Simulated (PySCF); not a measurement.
SMILES [C](C)(C)([Mg][Cl])C, singlet (GFN2-xTB optimised geometry):

```
15

Mg     0.454    -1.805     0.000
Cl     2.636    -1.805     0.000
C     -0.614     0.015     0.000
C     -0.146     0.801     1.214
C     -0.231     0.761    -1.268
C     -2.119    -0.205     0.055
H     -0.584     1.805     1.213
H      0.942     0.908     1.206
H     -0.441     0.305     2.142
H      0.855     0.869    -1.337
H     -0.587     0.235    -2.158
H     -0.670     1.764    -1.270
H     -2.469    -0.768    -0.810
H     -2.408    -0.740     0.959
H     -2.636     0.762     0.057
```

Computed with PySCF with PBE0/def2-TZVP.

Q: What are the frontier orbital energies and the dipole moment?

A: HOMO-2 -8.23 eV, HOMO-1 -8.21 eV, HOMO -6.14 eV, LUMO -2.22 eV, LUMO+1 -0.27 eV; dipole moment 4.17 D.

On the same geometry PBE/def2-TZVP in PySCF 2.14.0 gives HOMO-2 -6.85 eV, HOMO-1 -6.83 eV, HOMO -5.19 eV, LUMO -2.85 eV, LUMO+1 -0.91 eV; dipole moment 3.88 D.

Meta-Löwdin charges at PBE0/def2-TZVP: Mg1 1.24, Cl2 -0.79, C3 -0.32, C4 -0.35, C5 -0.35, C6 -0.35, H7 0.10, H8 0.11, H9 0.10, H10 0.11, H11 0.10, H12 0.10, H13 0.10, H14 0.10, H15 0.09.
